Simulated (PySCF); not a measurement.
## Atomic charges by several schemes

C2H9FN2Si.
Structure used (GFN2-xTB), in Å, numbered top down from 1:
```xyz
15
C2H9FN2Si angstrom
C     -2.3106    0.2796    0.4832
C     -1.1966   -0.5994   -0.0745
N      0.0981   -0.1375    0.3728
Si     1.5461   -0.3007   -0.5168
N      2.6830    0.7028    0.2821
F      1.1462    0.1640   -2.0170
H     -2.1586    1.3123    0.1806
H     -3.2752   -0.0569    0.1122
H     -2.3213    0.2350    1.5708
H     -1.3722   -1.6435    0.2239
H     -1.2016   -0.5590   -1.1645
H      0.1667   -0.1247    1.3786
H      2.1549   -1.6049   -0.7285
H      3.6314    0.7105   -0.0501
H      2.4051    1.6302    0.5584
```

Density: PBE0/pcSseg-1 (PySCF); schemes: Mulliken, IAO, Hirshfeld and ESP-fitted. The structure is a single GFN2-xTB conformer in the gas phase; no vibrational or solvent corrections.

Task: Which atoms carry the lowest charge in the Mulliken, IAO, Hirshfeld and ESP-fitted schemes?

Result: The schemes don't all agree: Mulliken N3 (-0.679); IAO N5 (-0.850); Hirshfeld N5 (-0.320); ESP-fitted N5 (-1.072).

Task: Do the Mulliken, IAO, Hirshfeld and ESP-fitted schemes agree on where the charge is highest?

Result: All schemes agree: Mulliken Si4 (+1.117); IAO Si4 (+1.368); Hirshfeld Si4 (+0.466); ESP-fitted Si4 (+0.911).

Task: For which atoms does the sign change between the 4 schemes (beyond +0.03 e in one, beyond −0.03 e in another)?

Result: C2 and H10.

Task: What partial charge does each atom carry?

Result: In e:

| atom | environment | Mulliken | IAO | Hirshfeld | ESP-fitted |
| --- | --- | --- | --- | --- | --- |
| C1 | methyl carbon | -0.277 | -0.422 | -0.121 | -0.330 |
| C2 | sp3 carbon bound to nitrogen | -0.060 | -0.133 | -0.019 | +0.366 |
| N3 | silicon-bound nitrogen | -0.679 | -0.694 | -0.244 | -0.750 |
| Si4 | fluorine-bound silicon | +1.117 | +1.368 | +0.466 | +0.911 |
| N5 | silicon-bound nitrogen | -0.636 | -0.850 | -0.320 | -1.072 |
| F6 | silicon-bound fluorine | -0.438 | -0.553 | -0.220 | -0.338 |
| H7 | methyl hydrogen | +0.115 | +0.146 | +0.039 | +0.090 |
| H8 | methyl hydrogen | +0.110 | +0.141 | +0.043 | +0.071 |
| H9 | methyl hydrogen | +0.102 | +0.133 | +0.038 | +0.081 |
| H10 | methylene hydrogen | +0.110 | +0.116 | +0.030 | -0.049 |
| H11 | methylene hydrogen | +0.124 | +0.145 | +0.042 | +0.012 |
| H12 | N–H hydrogen | +0.192 | +0.259 | +0.114 | +0.346 |
| H13 | Si–H hydrogen | -0.171 | -0.189 | -0.089 | -0.148 |
| H14 | N–H hydrogen | +0.195 | +0.267 | +0.121 | +0.414 |
| H15 | N–H hydrogen | +0.196 | +0.267 | +0.121 | +0.396 |

Mean size of the charges over all atoms: IAO 0.379 e, ESP-fitted 0.358 e, Mulliken 0.301 e, Hirshfeld 0.135 e. Each set sums to the total charge, 0, to within 0.001 e. The IAO scheme counts the electrons in orthogonalised intrinsic atomic orbitals, a minimal basis polarised so that it spans the occupied orbitals exactly. The ESP scheme is a least-squares fit of atom-centred charges to the potential on four shells outside the van der Waals surface, with the total charge fixed.

Task: Sum the charges by element, for elements with more than one atom.

Result: 
| element | atoms | Mulliken | IAO | Hirshfeld | ESP-fitted |
| --- | --- | --- | --- | --- | --- |
| C | 2 | -0.337 | -0.555 | -0.141 | +0.036 |
| N | 2 | -1.316 | -1.545 | -0.563 | -1.823 |
| H | 9 | +0.974 | +1.285 | +0.459 | +1.213 |

Task: How many electrons does the Mulliken scheme count on F6?

Result: Z − q = 9 − (-0.438) = 9.438.
